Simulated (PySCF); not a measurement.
A structure optimised at r2SCAN-D4/def2-SVP, used in a PySCF frequency run:

```
N
H 1 1.0164
C 1 1.4521 2 112.57
H 3 1.1012 1 109.86 2 180.00
H 3 1.1068 4 107.00 1 -122.62
H 3 1.1068 4 107.00 5 -114.76
Al 1 1.7607 2 120.41 3 180.00
F 7 1.6647 1 119.47 2 0.00
O 7 1.6938 8 121.60 1 180.00
H 9 0.9593 7 126.70 8 0.00
```
Charge 0, spin multiplicity 1.

Task: Write its SMILES, formula and point group.

Result: C[NH][Al]([OH])[F], CH₅AlFNO, Cs

Task: What are its rotational constants (standard atomic weights)?

Result: 6.1547, 2.6529, 1.8759 GHz
